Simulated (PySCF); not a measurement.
CH5Ge2N, SMILES [CH]1=[N][GeH2][GeH2]1. Geometry optimised at PBE-D3(BJ)/def2-SVP. The structure was generated by enumeration, and PubChem lists no compound with its InChIKey, so it may never have been made.

All values below come from PBE-D3(BJ)/def2-SVP (PySCF).

Harmonic wavenumbers (cm⁻¹): 162, 245, 309, 338, 456, 493, 509, 560, 597, 660, 680, 830, 838, 848, 1213, 1571, 2010, 2037, 2044, 2068, 2947. Rotational constants (GHz): 5.411, 1.964, 1.496; symmetry number 1.

Q: Work out the zero-point energy and the ideal-gas rigid-rotor harmonic-oscillator thermochemistry at 298.15 K and 1 atm.

A: ZPE = ½ Σ hcν = ½ × 21412 cm⁻¹ = 30.61 kcal/mol. H − E(el) = 35.13 kcal/mol. Entropy in cal/(mol K): translation 41.41, rotation 27.41, vibration 11.24, total 80.05. G − E(el) = 11.26 kcal/mol. Cp = 24.71 cal/(mol K).
